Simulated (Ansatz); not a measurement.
Two structures of AlClGaH4−

We compare I, a singlet given by its coordinates, with II, a singlet given by its coordinates. Both are isolated ions in the gas phase, relaxed with B3LYP-D3(BJ)/def2-SVPD.

I (Å):

```yaml
atoms:
  - { symbol: Al, position_ang: [-0.2746, -0.2440, 1.3009] }
  - { symbol: Cl, position_ang: [-3.0531, 0.6062, -1.4087] }
  - { symbol: Ga, position_ang: [-2.1338, 1.8257, 0.4667] }
  - { symbol: H, position_ang: [0.6078, 0.1537, 2.5969] }
  - { symbol: H, position_ang: [0.0248, -1.7066, 0.6987] }
  - { symbol: H, position_ang: [-1.8854, 0.0497, 1.6148] }
  - { symbol: H, position_ang: [-0.1982, 0.9864, 0.1786] }
```

Close contacts (Å): Al1–Ga3 2.90, Cl2–Ga3 2.42, Al1–H4 1.62, Al1–H5 1.61, Al1–H6 1.67, Al1–H7 1.67, Ga3–H6 2.13, Ga3–H7 2.13.

II (Å):

```xyz
7

Al   -0.6394   -0.3717    1.6845
Cl    0.6415    1.3319    2.4854
Ga   -1.5767    0.7098   -0.4393
H    -1.7785   -0.7047    2.7803
H     0.3280   -1.6292    1.3816
H    -0.9218    0.7193   -1.9301
H    -2.9058    1.6395   -0.5815
```

Close contacts (Å): Al1–Cl2 2.28, Al1–Ga3 2.56, Al1–H4 1.62, Al1–H5 1.62, Ga3–H6 1.63, Ga3–H7 1.63.

Which of the two would you expect CCSD(T)/def2-SVPD + ΔMP2/def2-TZVPPD electronic energies to favour?

Not settled: CCSD(T)/def2-SVPD + ΔMP2/def2-TZVPPD gives E(II) − E(I) = −4.52 kJ/mol, but this leans on the basis-set step: CCSD(T) alone gives −3.80 kJ/mol.

Level by level:

| level | geometry | E(II) − E(I) (kJ/mol) | departure from the last row (kJ/mol) | job, with rough time for the two |
| --- | --- | --- | --- | --- |
| B3LYP-D3(BJ)/def2-SVPD | B3LYP-D3(BJ)/def2-SVPD | +17.08 | +21.60 | optimisation, 32 s |
| HF/def2-SVPD | B3LYP-D3(BJ)/def2-SVPD | −18.46 | −13.94 | part of the CCSD(T) run |
| MP2/def2-SVPD | B3LYP-D3(BJ)/def2-SVPD | −12.66 | −8.14 | part of the CCSD(T) run |
| CCSD(T)/def2-SVPD | B3LYP-D3(BJ)/def2-SVPD | −3.80 | +0.72 | single point |
| CCSD(T)/def2-SVPD + ΔMP2/def2-TZVPPD | B3LYP-D3(BJ)/def2-SVPD | −4.52 |  | single point, 27 s |

B3LYP-D3(BJ)/def2-SVPD puts the two in the other order. The largest departure from CCSD(T)/def2-SVPD + ΔMP2/def2-TZVPPD is that of B3LYP-D3(BJ)/def2-SVPD, 21.60 kJ/mol. Levels run at GFN2-xTB geometries aren't shown. The last row adds to CCSD(T) the change of the MP2 difference between the two basis sets, here −0.72 kJ/mol.

With harmonic frequencies from B3LYP-D3(BJ)/def2-SVPD (ideal gas, rigid rotor, one conformer each, 298.15 K, 1 atm): on the last row, ΔE + ΔZPE = −7.05 kJ/mol. A mode under 50 cm⁻¹ makes harmonic enthalpies and free energies unreliable, so none is given.

The correlated steps freeze 19 core orbitals; the filled d shell of Ga is correlated, in a basis made for valence electrons. Programs: Ansatz 0.2.0; the last row on 2 threads of Arm Neoverse V2 on a shared host.
